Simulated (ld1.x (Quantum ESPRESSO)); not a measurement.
## Bi, RRKJ: configuration errors across variants

| Item | Value |
| --- | --- |
| Element | bismuth (Bi) |
| Generator | ld1.x (Quantum ESPRESSO) 7.5 |
| Type | norm-conserving RRKJ (Kleinman–Bylander form) |
| Functional | LDA (PZ) |
| Relativity | scalar-relativistic |
| Frozen core | [Xe] 4f14 5d10 |
| Valence charge | 5 |
| Reference configuration | 6s2 6p3 |
| Partial waves | 6s (bound): rc 1.95 bohr; 6p (bound): rc 1.90 bohr |
| Local potential | all-electron potential smoothed inside 1.70 bohr (lloc = -2) |
| Core correction | none |
| rho0 | 0.001 |

All-electron excitation energies from the reference (eV): (1) 6s2 6p2 8.154; (2) 6s2 6p1 23.719; (3) 6s2 6p0 47.434; (4) 6s1 6p4 10.177; (5) 6s1 6p0 93.349; (6) 6s2 6p3.3 -1.152; (7) 6s0 6p5 20.722; (8) 6s2 6p3 spin -1.024; (9) 6s2 6p2 spin 7.602.

Spin tests fill each open shell by Hund’s rule, majority spin first.

1 further variants failed, have other tests or another functional or relativity, and are left out.

A true bound ghost makes a file unfit for plane-wave use even where its test errors are small: the radial tests pick states by their node count and pass the ghost by.

Errors AE − PS in meV (a dash: test not solved or not reliable):

```tsv
change	(1)	(2)	(3)	(4)	(5)	(6)	(7)	(8)	(9)	bound ghosts
base	+6.2	+42	+135	+35	+455	+1.0	+172	+198	+138	d
type TM; local potential the s channel; rho0 0	+3.1	+29	+118	+23	+412	+0.9	+118	+196	+134	none
wave 6s (bound): rc 1.95 bohr becomes 6s (bound): rc 2.92 bohr	+7.8	+54	+180	+18	+511	+1.1	+93	+199	+140	d
local potential the s channel	+3.0	+29	+119	+22	+416	+0.9	+113	+196	+134	none
```

(1) Give the same row for: wave 6p (bound): rc 1.90 bohr becomes 6p (bound): rc 1.80 bohr.

Answers

(1) +7.0, +46, +145, +49, +438, +1.1, +236, +204, +144; bound ghosts: d.
